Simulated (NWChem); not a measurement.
Species: SF3, doublet; SMILES F[S](F)F

```xyz
4

F      0.3092     0.1257    -1.6496
S      0.3498    -0.1395     0.0000
F      0.3092     0.1257     1.6496
F     -1.2402    -0.0035     0.0000
```
Atoms are numbered in this order, from 1.

The geometry was optimised at PBE0/def2-SVP, spin-unrestricted. No stability test was run on the SCF state.

Symmetry labels are those of Cs in the frame above (b1 and b2, or b-type labels, depend on it).

**Question.** List the 6 lowest vertical excitations from LDA (Slater exchange, VWN5)/aug-cc-pVDZ, spin-unrestricted, TDA (NWChem).

**Answer.** 
| state | energy (eV) | oscillator strength | symmetry of the excitation | <S²> |
|---|---|---|---|---|
| state 1 | 3.17 | 0.005 | a' | 0.75 |
| state 2 | 4.04 | 0.000 | a" | 0.75 |
| state 3 | 4.05 | 0.004 | a' | 0.75 |
| state 4 | 4.85 | 0.002 | a' | 0.75 |
| state 5 | 5.28 | 0.034 | a" | 0.76 |
| state 6 | 5.37 | 0.004 | a' | 0.76 |
